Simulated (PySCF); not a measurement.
```xyz
11

Si     1.8170    -0.5355     0.5886
Si     0.0110     0.8769     0.1471
Si    -1.9223    -0.2682    -0.4874
Cl     0.5578     2.0915    -1.4520
H      2.0596    -1.3811    -0.5991
H      1.4997    -1.4015     1.7456
H      3.0256     0.2609     0.8848
H     -0.2557     1.7698     1.2957
H     -1.6087    -1.1180    -1.6553
H     -2.3816    -1.1250     0.6281
H     -2.9879     0.6909    -0.8444
```

Charge 0, multiplicity 1.

Q: Give the Mulliken and meta-Löwdin atomic charges from PBE-D3(BJ)/def2-TZVP // M06-2X/def2-TZVP (PySCF).

A: 
```tsv
atom	Mulliken (e)	meta-Löwdin (e)
Si1	0.02	0.18
Si2	0.23	0.32
Si3	0.02	0.18
Cl4	-0.23	-0.29
H5	0.00	-0.05
H6	-0.01	-0.06
H7	0.00	-0.05
H8	-0.01	-0.06
H9	0.00	-0.05
H10	-0.01	-0.06
H11	0.00	-0.05
```
